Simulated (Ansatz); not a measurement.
`F[SiH2]N([SiH3])[SiH3]` and `BN([SiH3])[SiH3]` differ in one atom or group.

Ansatz, PBE0-D4/def2-TZVP geometries, multiplicity 1. Each molecule was computed in one conformer, which needn't be the lowest.

| property | `F[SiH2]N([SiH3])[SiH3]` |
| --- | --- |
| size of the dipole moment (B3LYP/def2-TZVPP) / D | 1.32 |
| HOMO energy (B3LYP/def2-TZVPP) / eV | -7.90 |
| HOMO–LUMO gap (ωB97M-V/def2-TZVPP) / eV | 11.80 |
| HOMO–LUMO gap (PBE0/def2-TZVPP) / eV | 7.80 |
| size of the dipole moment (PBE/def2-TZVPP) / D | 1.23 |
| HOMO–LUMO gap (PBE/def2-TZVPP) / eV | 5.63 |

Give the same properties after the change, and the shifts. (An estimate is asked.)

Computed: 
| property | `BN([SiH3])[SiH3]` | shift |
| --- | --- | --- |
| size of the dipole moment (B3LYP/def2-TZVPP) / D | 0.76 | -0.56 |
| HOMO energy (B3LYP/def2-TZVPP) / eV | -8.22 | -0.32 |
| HOMO–LUMO gap (ωB97M-V/def2-TZVPP) / eV | 11.83 | 0.03 |
| HOMO–LUMO gap (PBE0/def2-TZVPP) / eV | 7.75 | -0.05 |
| size of the dipole moment (PBE/def2-TZVPP) / D | 0.84 | -0.39 |
| HOMO–LUMO gap (PBE/def2-TZVPP) / eV | 5.57 | -0.06 |

With PBE0 the HOMO falls by 0.31 eV and the LUMO falls by 0.36 eV, so the gap narrows by about 0.05 eV. PBE moves the HOMO by -0.40 eV and ωB97M-V by -0.30 eV. The zero-point energy changes by 2.1 kJ/mol with -3 modes. Dipoles are sizes alone; their direction can turn.

B3LYP here is the variant with VWN-RPA as its local correlation; programs differ in this.
